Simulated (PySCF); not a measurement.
Gd⁴⁵⁺: ionisation energy

Gd⁴⁵⁺ [Ar] 3d1 (2D) → Gd⁴⁶⁺ [Ar] (1S), as a difference of total energies. All numbers are calculated (PySCF 2.14, the spin-free X2C one-electron Hamiltonian (Gaussian nucleus), in an even-tempered Gaussian basis (18 s from 9.2 bohr⁻², ratio 2.5; 12 p from 12 bohr⁻², ratio 2.5; 7 d from 12 bohr⁻², ratio 2.5; 4 f from 42 bohr⁻², ratio 2.7; 3 g from 63 bohr⁻², ratio 2.7)). Correlated levels: outer shells: [Ne] frozen; virtual orbitals above 40 to 60 times the deepest correlated orbital energy dropped. The calculations carry no spin-orbit coupling.

| method | ionisation energy (eV) |
| --- | --- |
| UHF | 3638.3 |
| LDA | 3639.0 |
| PBE | 3640.2 |
| PBE0 | 3640.1 |
| r2SCAN | 3640.9 |
| revPBE | 3640.2 |
| r2SCANh | 3640.8 |
| MP2 (outer shells) | 3638.0 |
| SCS-MP2 (outer shells) | 3638.0 |

A first-order spin-orbit estimate (lowest level to lowest level, LS coupling) adds 23.122 eV.

Breit and QED terms and the two-electron picture change are absent.

First order in ζ underestimates the shift of j = l − 1/2 levels at high Z.

For comparison: 3660 ± 4 eV (theoretical estimate listed by NIST; NIST Atomic Spectra Database, ionization energies).
